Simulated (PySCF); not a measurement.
2-methylpyridine-N-oxide, C₆H₇NO.
Structure used (PBE0-D3(BJ)/def2-SVP), in Å, numbered top down from 1:
```
atom  x, y, z in Å
C1    -2.3193   -0.4387   -0.4679
C2    -0.8427   -0.3962   -0.3355
C3     0.0127   -1.4872   -0.4066
C4     1.3906   -1.3424   -0.2698
C5     1.8938   -0.0603   -0.0580
C6     1.0311    1.0153    0.0106
N7    -0.3213    0.8640   -0.1240
O8    -1.0867    1.8556   -0.0567
H9    -2.7936   -0.0198    0.4335
H10   -2.6673   -1.4660   -0.6322
H11   -2.6445    0.2062   -1.2994
H12   -0.4318   -2.4705   -0.5744
H13    2.0532   -2.2069   -0.3270
H14    2.9642    0.1210    0.0571
H15    1.3333    2.0493    0.1730
```

Computed with PySCF at CAM-B3LYP/def2-SVPD, non-relativistic, on one gas-phase PBE0-D3(BJ)/def2-SVP geometry that isn't relaxed in the solvent. The solvent is an IEF-PCM continuum (cavity from Bondi-type radii × 1.2), and excitations are vertical TDDFT with non-equilibrium linear response and a frozen core. The model holds no explicit solvent molecules, cavitation or dispersion.

Gas-phase singlets (H = HOMO, L = LUMO):

```csv
state,E (eV),λ (nm),f,leading configurations
S1,4.520,274,0.035,"H→L+1 69%, H→L 17%"
S2,4.570,271,0.000,H-1→L 96%
S3,4.938,251,0.171,"H→L 76%, H→L+1 15%"
S4,5.813,213,0.000,H-1→L+1 98%
S5,6.109,203,0.304,"H-2→L 80%, H→L+1 15%"
```

Task: How does the list change in chloroform (ε = 4.711)?

Result: 
```json
{"state": "S1", "E (eV)": "4.645", "λ (nm)": "267", "f": "0.074", "leading configurations": "H→L+1 52%, H→L 32%", "change by rank (eV)": "+0.125"}
{"state": "S2", "E (eV)": "4.847", "λ (nm)": "256", "f": "0.000", "leading configurations": "H-1→L 96%", "change by rank (eV)": "+0.277"}
{"state": "S3", "E (eV)": "4.923", "λ (nm)": "252", "f": "0.199", "leading configurations": "H→L 62%, H→L+1 26%", "change by rank (eV)": "-0.015"}
{"state": "S4", "E (eV)": "5.979", "λ (nm)": "207", "f": "0.426", "leading configurations": "H-2→L 75%, H→L+1 21%", "change by rank (eV)": "+0.166"}
{"state": "S5", "E (eV)": "6.117", "λ (nm)": "203", "f": "0.001", "leading configurations": "H-1→L+1 98%", "change by rank (eV)": "+0.008"}
```

Task: What are the lowest 5 singlets in dimethylsulfoxide (ε = 46.83)?

Result: 
```json
{"state": "S1", "E (eV)": "4.705", "λ (nm)": "264", "f": "0.081", "leading configurations": "H→L+1 47%, H→L 36%", "change by rank (eV)": "+0.185"}
{"state": "S2", "E (eV)": "4.965", "λ (nm)": "250", "f": "0.188", "leading configurations": "H→L 58%, H→L+1 28%", "change by rank (eV)": "+0.395"}
{"state": "S3", "E (eV)": "4.978", "λ (nm)": "249", "f": "0.000", "leading configurations": "H-2→L 96%", "change by rank (eV)": "+0.040"}
{"state": "S4", "E (eV)": "5.981", "λ (nm)": "207", "f": "0.443", "leading configurations": "H-1→L 72%, H→L+1 24%", "change by rank (eV)": "+0.168"}
{"state": "S5", "E (eV)": "6.258", "λ (nm)": "198", "f": "0.001", "leading configurations": "H-2→L+1 98%", "change by rank (eV)": "+0.149"}
```

Task: How do the frontier levels move from gas to dimethylsulfoxide?

Result: 
```csv
orbital,gas (eV),solvent (eV),change (eV)
LUMO+2,1.24,1.50,+0.26
LUMO+1,0.30,0.44,+0.14
LUMO,-0.18,-0.15,+0.03
HOMO,-7.54,-7.75,-0.21
HOMO-1,-8.83,-9.01,-0.18
HOMO-2,-9.15,-9.14,+0.01
HOMO-3,-11.46,-11.38,+0.08
```

The HOMO–LUMO gap goes from 7.37 to 7.59 eV. Rows go by rank; for HOMO-2, HOMO-1 and LUMO+2 the atom shares or the degeneracy differ between the runs, so the row needn't follow one orbital.
